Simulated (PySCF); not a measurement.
Cost of one run: geometry optimisation, `c1cc2sccc2s1`.

Method: PBE0/cc-pVDZ geometry optimisation, gas phase (PySCF 2.14.0). Work: geometry optimisation from a GFN2-xTB start, density fitting. A driver script takes a list of jobs; this job's settings line and coordinates (Å) are shown.

Input:
```
{"job": {"xc": "PBE0", "basis": "cc-pVDZ", "grid": 1, "kind": "geom"}, "charge": 0, "multiplicity": 1}
C     -2.230605     0.071411     0.392432
C     -1.505713    -0.997953    -0.021896
C     -0.142799    -0.661607    -0.159574
S      1.288807    -1.506447    -0.630759
C      2.230964    -0.071194    -0.396587
C      1.505470     0.997780     0.017510
C      0.142530     0.661204     0.153981
S     -1.288318     1.506756     0.625655
H     -3.284507     0.117485     0.582785
H     -1.915448    -1.971263    -0.218405
H      3.285117    -0.117579    -0.585787
H      1.915701     1.970721     0.214618
```

Hardware: Arm Neoverse N1, one thread, shared host. PySCF's memory limit was set to 1200 MB.

Q: How large is the basis?

A: 140 functions.

Question: Which is nearest to the wall time?
A. 47 s
B. 47 min
C. 6.2 min

Answer: A. The run took 47 s. The run took 4 energy-and-gradient evaluations and 27 SCF cycles, 12 s an evaluation on average.

Q: Estimate the peak memory.

A: About 0.57 GiB. Peak memory is the resident size of the whole Python process, interpreter and libraries included.

The host was shared with other jobs, so the times are rough.

The run converged: final energy -1026.88872 Eh after 3 steps; dipole 0.00 D.
